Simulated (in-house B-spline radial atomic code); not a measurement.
Orbital energies and mean radii along the 16-electron series, configuration [Ne] 3s2 3p4. The effective charge is n√(-2ε), a non-relativistic measure. Computed with a B-spline radial code for spherical atoms: non-relativistic Hartree-Fock, average of the configuration, point nuclei.

```csv
ion,Z,energy of 1s (Eh),mean radius of 1s (bohr),energy of 2s (Eh),mean radius of 2s (bohr),energy of 2p (Eh),mean radius of 2p (bohr),energy of 3p (Eh),mean radius of 3p (bohr),effective charge of 1s
S,16,-92.011,0.097151,-9.0099,0.47576,-6.6881,0.44112,-0.42631,2.0693,13.565
Cl+,17,?,?,?,?,?,?,?,?,?
Ar2+,18,-119.74,0.086097,-13.428,0.41176,-10.674,0.37538,-1.5501,1.4753,15.475
K3+,19,?,?,?,?,?,?,?,?,?
Ca4+,20,-151.54,0.077291,-18.918,0.36276,-15.726,0.32663,-3.1624,1.1679,17.409
```

**Question.** Fill in the row of Cl+.

**Answer.** energy of 1s (Eh): -105.37; mean radius of 1s (bohr): 0.091293; energy of 2s (Eh): -11.081; mean radius of 2s (bohr): 0.44149; energy of 2p (Eh): -8.5436; mean radius of 2p (bohr): 0.40561; energy of 3p (Eh): -0.9245; mean radius of 3p (bohr): 1.7126; effective charge of 1s: 14.517.

**Question.** Fill in the row of K3+.

**Answer.** energy of 1s (Eh): -135.14; mean radius of 1s (bohr): 0.081458; energy of 2s (Eh): -16.042; mean radius of 2s (bohr): 0.38573; energy of 2p (Eh): -13.07; mean radius of 2p (bohr): 0.34932; energy of 3p (Eh): -2.2971; mean radius of 3p (bohr): 1.3018; effective charge of 1s: 16.44.

**Question.** How does the screening of 1s change?

**Answer.** Z less the effective charge goes from 2.43 at Z = 16 to 2.59 at Z = 20.
